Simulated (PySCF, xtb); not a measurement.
C₃H₇NSi₂, SMILES [SiH3]C1=C[SiH2]N=C1.

xtb with GFN2-xTB at its own geometry gives an orbital gap of 2.07 eV and a dipole moment of 1.82 D.

Geometry: PBE0-D3(BJ)/def2-SVP. A frequency run showed that this geometry is not a minimum. The structure was generated by enumeration, and PubChem lists no compound with its InChIKey, so it may never have been made.

Task: What does M06-2X/def2-TZVP in PySCF give? (Estimate from the structure and the level; the computed values follow.)

Result: gap 7.44 eV (levels -8.78 and -1.34 eV), dipole 1.98 D.
